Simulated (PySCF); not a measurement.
Compound: C7H11N.
SMILES with atom numbers: `[CH:1]1=[CH:2][N:3]2[CH2:4][CH2:5][CH2:6][C@H:7]2[CH2:8]1` (hydrogens: H9 on C1; H10 on C2; H11, H12 on C4; H13, H14 on C5; H15, H16 on C6; H17 on C7; H18, H19 on C8)

Method: PBE0-D3(BJ)/def2-SVP geometry optimisation, gas phase in PySCF 2.14.0; density fitting, grid level 1; the optimiser is geomeTRIC in internal coordinates, started from a GFN2-xTB structure.

Step 0: E = -8911.2808 eV
```
atom  x, y, z in Å  |  force x, y, z in eV/Å
C1      1.9640    0.6513   -0.4987    0.144  -0.586  -0.191
C2      1.0261    1.4277    0.0316   -0.297  -0.160   0.283
N3      0.1041    0.7356    0.8117   -0.106   0.169   0.089
C4     -1.3080    0.9835    0.6002    0.138  -0.361  -0.251
C5     -1.7022    0.0014   -0.5075    0.265  -0.019   0.456
C6     -0.8838   -1.2431   -0.1506   -0.002   0.494   0.081
C7      0.3518   -0.7007    0.6069    0.055  -0.198  -0.099
C8      1.6925   -0.7844   -0.1502   -0.124   0.470   0.175
H9      2.8190    0.9611   -1.0676    0.471   0.328  -0.324
H10     0.9336    2.4978   -0.0365   -0.016   0.609  -0.060
H11    -1.4864    2.0263    0.3393   -0.083   0.349   0.014
H12    -1.8452    0.7506    1.5259   -0.260   0.037   0.214
H13    -1.3860    0.3980   -1.4738    0.050   0.139  -0.317
H14    -2.7721   -0.1930   -0.5395   -0.415  -0.050  -0.102
H15    -1.4621   -1.9008    0.4991   -0.186  -0.257   0.174
H16    -0.5955   -1.8091   -1.0346    0.077  -0.267  -0.264
H17     0.4273   -1.1857    1.5849    0.018  -0.195   0.174
H18     1.6352   -1.4174   -1.0399    0.002  -0.293  -0.220
H19     2.4779   -1.1898    0.4920    0.269  -0.210   0.167
```

Question: Estimate the geometry and energy of step 1. (The exact step hangs on the optimiser's Hessian estimate; all steps are aligned on step 0, rigid shifts and turns removed.)

Answer: E = -8911.3311 eV, largest force 0.126 eV/Å
```
atom  x, y, z in Å  |  force x, y, z in eV/Å
C1      1.9571    0.6417   -0.5325    0.039   0.060  -0.025
C2      1.0189    1.4193    0.0249   -0.019   0.097  -0.036
N3      0.1059    0.7307    0.8249    0.037  -0.006   0.039
C4     -1.3096    0.9808    0.6125   -0.051   0.084   0.043
C5     -1.7012    0.0149   -0.5027   -0.062   0.004  -0.085
C6     -0.8867   -1.2343   -0.1584    0.003  -0.087  -0.036
C7      0.3568   -0.7138    0.6092   -0.001  -0.015   0.037
C8      1.7102   -0.7849   -0.1355    0.035  -0.114  -0.040
H9      2.8092    0.9917   -1.1165   -0.044  -0.018   0.018
H10     0.9243    2.5063   -0.0584    0.005  -0.056   0.013
H11    -1.4855    2.0413    0.3731    0.007  -0.045   0.009
H12    -1.8709    0.7553    1.5379    0.027   0.006  -0.023
H13    -1.3821    0.4273   -1.4750   -0.003  -0.014   0.042
H14    -2.7841   -0.1773   -0.5600    0.040   0.015   0.004
H15    -1.4737   -1.9078    0.4875    0.020   0.024  -0.018
H16    -0.6017   -1.8136   -1.0502   -0.019   0.016   0.027
H17     0.4243   -1.2255    1.5821   -0.001   0.011  -0.011
H18     1.6731   -1.4744   -0.9992    0.008   0.016   0.051
H19     2.5059   -1.1684    0.5286   -0.023   0.022  -0.009
```

The energy changes by -0.0504 eV. The first-order estimate −F·Δx gives -0.1042 eV and the mean of the old and new forces, exact on a quadratic surface, -0.0501 eV. The step makes an angle of 69° with the force vector and moves no atom by more than 0.080 Å.

The cost below is that of the whole optimisation. Hardware: one thread of an Arm Neoverse N1, shared host with 64 logical CPUs at a one-minute load of 35. Cost: 3.2 min, 0.65 GiB resident at most.
